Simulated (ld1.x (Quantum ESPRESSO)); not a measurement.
aluminium: excitation energies, all-electron against ultrasoft

```json
{"Element": "aluminium", "Generator": "ld1.x (Quantum ESPRESSO) 7.5", "Type": "ultrasoft", "Functional": "LDA (PZ)", "Relativity": "scalar-relativistic", "Frozen core": "[Ne]", "Valence charge": "3", "Reference configuration": "3s2 3p1", "Partial waves": "3s (bound): rcut 1.45, rcutus 1.95 bohr; 3s channel at 1.45 Ry: rcut 1.45, rcutus 1.95 bohr; 3p (bound): rcut 2.30, rcutus 3.05 bohr; 3p channel at 1.05 Ry: rcut 2.30, rcutus 3.05 bohr", "Local potential": "all-electron potential smoothed inside 2.30 bohr (lloc = -2)", "Core correction": "a·sin(br)/r model core inside 1.45 bohr", "Augmentation charge": "PSQ, inside the norm-conserving radii"}
```

Energies are relative to the spin-unpolarised reference configuration 3s2 3p1; without spin polarisation the order of configurations can differ from experiment. Not all tests gave a result: test run stopped at test 6 of 9 (negative rho).

| valence configuration | charge | ΔE all-electron (eV) | error AE − PS (meV) |
| --- | --- | --- | --- |
| 3s2 3p0 | +1 | 5.847 | +1.2 |
| 3s2 3p0.5 | +0.5 | 2.125 | +0.1 |
| 3s1 3p1 | +1 | 11.666 | -3.5 |

What are ΔE and the potential's error for 3s2 3p1.3?

ΔE = -0.598 eV all-electron; the error (AE − PS) is +0.1 meV.

What are ΔE and the potential's error for 3s1 3p0?

ΔE = 25.224 eV all-electron; the error (AE − PS) is +3.4 meV.

Levels in the configuration 3s2 3p0:

```csv
level,all-electron (eV),pseudo (eV)
3s,-14.924,-14.918
```
